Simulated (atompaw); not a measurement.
Pr (Z = 59): one change to a PAW (atompaw) potential, before and after

```
Element                 : Pr (Z = 59)
Generator               : atompaw 4.2.0.5
Type                    : PAW
Functional              : LDA (PW92)
Relativity              : scalar-relativistic
Frozen core             : [Xe]
Valence charge          : 5
Reference configuration : 4f3 5d0 6s1.5 6p0 (charge +0.5)
Partial waves           : 6s (bound): rc 3.00 bohr; 6s channel at 0.05 Ry: rc 3.00 bohr; 6p (bound, empty): rc 3.00 bohr; 6p channel at 0.9 Ry: rc 3.00 bohr; 5d (bound, empty): rc 2.45 bohr; 5d channel at 2.65 Ry: rc 2.45 bohr; 4f (bound): rc 1.50 bohr; 4f channel at 2.9 Ry: rc 1.50 bohr
Local potential         : vpsmatchnc scheme with l = 4 at 0.5 Ry, radius 2.25 bohr
Core correction         : smooth core density matched at 1.70 bohr
Augmentation charge     : besselshape compensation charge, radius 2.95 bohr; PAW radius 3.00 bohr; waves and projectors: custom polynom2 7 10 vanderbiltortho
```

Change: local potential troulliermartins scheme with l = 4 at 0.5 Ry, radius 2.25 bohr.

Cutoffs: the cutoffs (Ry, on a coarse ladder) from which the occupation-weighted sum of valence levels, in a spherical-Bessel basis at the reference potential, stays within 10 and 1 mRy of its value at 400 Ry; they do not see the model core or the augmentation charge, which bear on the density cutoff.

Q: What does the change do?

A: Both files keep a bound ghost (p, s); the range in which the s phases agree narrows (upper end 4.7 → 0.6); the range in which the p phases agree widens (upper end 1.0 → 2.8).

| quantity | base | changed |
| --- | --- | --- |
| cutoff, loose | 260 Ry | 260 Ry |
| cutoff, tight | over 300 Ry | over 300 Ry |
| loose cutoff by channel (10 mRy a level) | s 6 Ry, f 180 Ry | s 6 Ry, f 200 Ry |
| bound ghosts | s, p | s, p |
| s: phases at 3.02 bohr within 0.05 rad from the reference energy up to (Ry; the scan ends near 5) | 4.7 | 0.6 |
| p: phases at 3.02 bohr within 0.05 rad from the reference energy up to (Ry; the scan ends near 5) | 1.0 | 2.8 |
| d: phases at 3.02 bohr within 0.05 rad from the reference energy up to (Ry; the scan ends near 5) | to the end of the scan | to the end of the scan |
| f: phases at 3.02 bohr within 0.05 rad from the reference energy up to (Ry; the scan ends near 5) | to the end of the scan | to the end of the scan |
| lowest overlap eigenvalue by channel | s 0.43, p 0.72, d 0.88, f 0.95 | s 0.46, p 0.72, d 0.88, f 0.96 |

 A true bound ghost makes a file unfit for plane-wave use even where its test errors are small: the radial tests pick states by their node count and pass the ghost by. The cutoffs see the waves, projectors and local potential, not the compensation charge or the core.
